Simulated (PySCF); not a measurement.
Simulation results for GeH5O2Si, BGe2H5O, GeH3NOSi, CH5AlGeO

Computed with PySCF 2.14.0. Calculation on a computer-drawn molecule: the log of a Hartree-Fock and frozen-core CCSD(T) single point meant for a local Hartree-Fock minimum, with one planted fault or none, to be diagnosed. Offsets are logged minus clean, where the clean run is the same molecule without the fault. The reference is restricted for singlets and unrestricted otherwise, and also for a bond in bohr or an excited solution. Adding or removing an electron swaps singlet and doublet. The excited solution moves the top pair (singlet) or top alpha electron (doublet) to the lowest empty orbital. Highest occupied and lowest empty are orbital energies over both spins, largest force is the largest gradient component, triples share is (T) over the correlation energy, the T1 limit is 0.02 restricted and 0.045 unrestricted, electrons count all cores, a negative frequency is imaginary (commonest isotopes), and the dipole is about the centre of nuclear charge; on germanium a core potential holds 10 electrons, which the energies leave out, and 3d is frozen in MP2 and coupled-cluster steps.

Common to all runs: meant charge 0; meant basis and core potential on germanium cc-pVDZ-PP ECP10MDF; logged SCF converged yes; logged CC converged yes; logged SCF stable within its kind yes; possible faults no fault, one electron removed, one electron added, multiplicity raised by two, geometry at a saddle point, SCF held on an excited solution, minimal basis STO-3G, one bond length entered in bohr, all coordinates scaled.

(1) 
```xyz
9
formula=GeH5O2Si meant_multiplicity=2 meant_basis=cc-pV(D+d)Z logged_electrons=68 logged_basis_functions=99 logged_spin_squared=0 logged_highest_occupied=-0.77851 logged_lowest_empty=8.5535 logged_largest_force=0.073657 logged_T1_diagnostic=0.0151 logged_D1_diagnostic=0.048886 logged_triples_share=0.023328 logged_dipole_magnitude=1.7266 logged_energy_HF=-734.96722 logged_energy_CCSD(T)=-735.60144 planted_fault=one_electron_added HF_energy_offset_from_clean_run=3.756 CCSD(T)_energy_offset_from_clean_run=-10.4
O      1.5054     0.6417    -0.9285
Ge     1.5153     0.7927     0.8429
O      0.6622    -0.7082     1.3235
Si     0.2334     2.7999     1.4115
H      1.2970    -0.2325    -1.2322
H      0.7366    -0.9518     2.2350
H      0.1608     2.8820     2.8889
H     -1.1336     2.7536     0.8462
H      0.9644     3.9750     0.8899
```

Units: logged_highest_occupied, logged_lowest_empty in eV; logged_largest_force in hartree/bohr; logged_dipole_magnitude in debye; logged_energy_HF, logged_energy_CCSD(T) in hartree; HF_energy_offset_from_clean_run, CCSD(T)_energy_offset_from_clean_run in kcal/mol.

Drawn bonds:
```tsv
atom	other atom	order
1	2	1
2	3	1
2	4	1
1	5	1
3	6	1
4	7	1
4	8	1
4	9	1
```

(2) 
```xyz
9
formula=GeH5O2Si meant_multiplicity=2 meant_basis=cc-pV(D+d)Z logged_electrons=66 logged_basis_functions=99 logged_spin_squared=0 logged_highest_occupied=-17.665 logged_lowest_empty=-6.5765 logged_largest_force=0.05323 logged_T1_diagnostic=0.023184 logged_D1_diagnostic=0.096791 logged_triples_share=0.029295 logged_dipole_magnitude=3.2543 logged_energy_HF=-734.69734 logged_energy_CCSD(T)=-735.31847 planted_fault=one_electron_removed HF_energy_offset_from_clean_run=173.1 CCSD(T)_energy_offset_from_clean_run=167.2
O      1.5054     0.6417    -0.9285
Ge     1.5153     0.7927     0.8429
O      0.6622    -0.7082     1.3235
Si     0.2334     2.7999     1.4115
H      1.2970    -0.2325    -1.2322
H      0.7366    -0.9518     2.2350
H      0.1608     2.8820     2.8889
H     -1.1336     2.7536     0.8462
H      0.9644     3.9750     0.8899
```

Units: logged_highest_occupied, logged_lowest_empty in eV; logged_largest_force in hartree/bohr; logged_dipole_magnitude in debye; logged_energy_HF, logged_energy_CCSD(T) in hartree; HF_energy_offset_from_clean_run, CCSD(T)_energy_offset_from_clean_run in kcal/mol.

Drawn bonds:
```tsv
atom	other atom	order
1	2	1
2	3	1
2	4	1
1	5	1
3	6	1
4	7	1
4	8	1
4	9	1
```

Notes: T1 above single-reference limit.

(3) 
```xyz
9
formula=BGe2H5O meant_multiplicity=1 meant_basis=cc-pVDZ logged_electrons=83 logged_basis_functions=99 logged_spin_squared=0.7696 logged_highest_occupied=-0.41621 logged_lowest_empty=5.9798 logged_largest_force=0.04063 logged_T1_diagnostic=0.04972 logged_D1_diagnostic=0.31778 logged_triples_share=0.025989 logged_dipole_magnitude=4.0449 logged_energy_HF=-689.16546 logged_energy_CCSD(T)=-689.67775 planted_fault=one_electron_added HF_energy_offset_from_clean_run=7.78 CCSD(T)_energy_offset_from_clean_run=5.763
O     -0.8584     3.3149     2.2987
Ge     0.3816     3.1627     3.5989
B      1.6731     2.2051     2.2069
Ge     1.6012     0.1602     1.7655
H     -1.6620     3.7355     2.5698
H      2.4702     2.8515     1.5795
H      1.2859    -0.0534     0.2785
H      0.5469    -0.6025     2.5835
H      2.9649    -0.4872     2.0614
```

Units: logged_highest_occupied, logged_lowest_empty in eV; logged_largest_force in hartree/bohr; logged_dipole_magnitude in debye; logged_energy_HF, logged_energy_CCSD(T) in hartree; HF_energy_offset_from_clean_run, CCSD(T)_energy_offset_from_clean_run in kcal/mol.

Drawn bonds:
```tsv
atom	other atom	order
1	2	1
2	3	1
3	4	1
1	5	1
3	6	1
4	7	1
4	8	1
4	9	1
```

Notes: T1 above single-reference limit.

(4) 
```xyz
7
formula=GeH3NOSi meant_multiplicity=1 meant_basis=cc-pV(D+d)Z logged_electrons=64 logged_basis_functions=89 logged_spin_squared=2.0069 logged_highest_occupied=-6.2132 logged_lowest_empty=-0.35049 logged_largest_force=0.031422 logged_T1_diagnostic=0.020702 logged_D1_diagnostic=0.068977 logged_triples_share=0.031605 logged_dipole_magnitude=4.0537 logged_energy_HF=-713.27341 logged_energy_CCSD(T)=-713.8213 planted_fault=multiplicity_raised_by_two HF_energy_offset_from_clean_run=66.74 CCSD(T)_energy_offset_from_clean_run=83.37
O      1.2922     1.5978     2.1022
Ge     0.2614     0.5090     1.1229
N     -0.8215     1.7428     0.3435
Si    -1.8656     2.5956    -0.4427
H      1.0872     2.5205     2.0269
H     -3.1987     2.9626     0.0676
H     -1.6424     3.1576    -1.7868
```

Units: logged_highest_occupied, logged_lowest_empty in eV; logged_largest_force in hartree/bohr; logged_dipole_magnitude in debye; logged_energy_HF, logged_energy_CCSD(T) in hartree; HF_energy_offset_from_clean_run, CCSD(T)_energy_offset_from_clean_run in kcal/mol.

Drawn bonds:
```tsv
atom	other atom	order
1	2	1
2	3	1
3	4	2
1	5	1
4	6	1
4	7	1
```

(5) 
```xyz
9
formula=CH5AlGeO meant_multiplicity=1 meant_basis=cc-pV(D+d)Z logged_electrons=64 logged_basis_functions=99 logged_spin_squared=2.0109 logged_highest_occupied=-5.666 logged_lowest_empty=0.34602 logged_largest_force=0.12844 logged_T1_diagnostic=0.021772 logged_D1_diagnostic=0.11304 logged_triples_share=0.026818 logged_dipole_magnitude=1.5481 logged_energy_HF=-650.82648 logged_energy_CCSD(T)=-651.3269
O      2.2179    -0.7488     2.3533
Al     1.6154    -0.6003     0.9063
C      0.8788    -0.4243    -0.8724
Ge    -0.2710     1.1430    -1.2396
H      0.2981    -1.3285    -1.0862
H      1.7139    -0.4056    -1.5816
H     -0.7530     1.0894    -2.6905
H     -1.4761     1.1231    -0.2950
H      0.5313     2.4271    -1.0107
```

Units: logged_highest_occupied, logged_lowest_empty in eV; logged_largest_force in hartree/bohr; logged_dipole_magnitude in debye; logged_energy_HF, logged_energy_CCSD(T) in hartree.

Drawn bonds:
```tsv
atom	other atom	order
1	2	2
2	3	1
3	4	1
3	5	1
3	6	1
4	7	1
4	8	1
4	9	1
```

To be estimated
1. Which fault was planted in the run of CH5AlGeO (entry 5)?

## Answers
1. multiplicity raised by two

Further results for CH5AlGeO (entry 5):

* HF energy offset from clean run: 55.12 kcal/mol
* CCSD(T) energy offset from clean run: 89.18 kcal/mol
